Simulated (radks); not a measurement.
The numbers below are computed, except where a source is named.
Initial-state core-level shifts of the neodymium ion Nd3+ when its valence configuration changes from [Xe] 4f3. Level of theory: scalar-relativistic Kohn-Sham, PBEsol, spin-polarised, spherical densities, finite nucleus; open shells are filled with parallel spins first (spin-orbit coupling, left out, can overturn this in heavy ions); Fermi nuclear charge, rms radius 4.9123 fm (a radial shooting solver on a logarithmic mesh with Libxc functionals). Shifts are changes of the shell-averaged eigenvalues in eV (positive: less bound); the change of the density at the nucleus, which sets a Mossbauer isomer shift, is in e/bohr^3, on a base of 4.717e+05.

valence               2s       3d       4p       4d  density at nucleus
4f2 6s1          -11.925  -12.975  -11.863  -11.420              +79.03
4f1 6p2          -27.182  -29.469  -26.743  -25.769              +72.81
4f2 6p1          -12.959  -14.012  -12.896  -12.450              +33.76
4f2.5 6s0.5       -5.784   -6.286   -5.787   -5.576              +37.69
4f1.5 6s1.5      -18.450  -20.089  -18.244  -17.549             +123.79
4f1.5 6s1 6p0.5  -18.906  -20.550  -18.701  -18.004              +99.98
4f2 5d1           -8.575   -9.696   -8.680   -8.236              +27.25
4f1 5d1 6p1      -22.575  -24.934  -22.372  -21.410              +64.93
4f1.5 6p1.5      -19.923  -21.573  -19.716  -19.015              +52.69
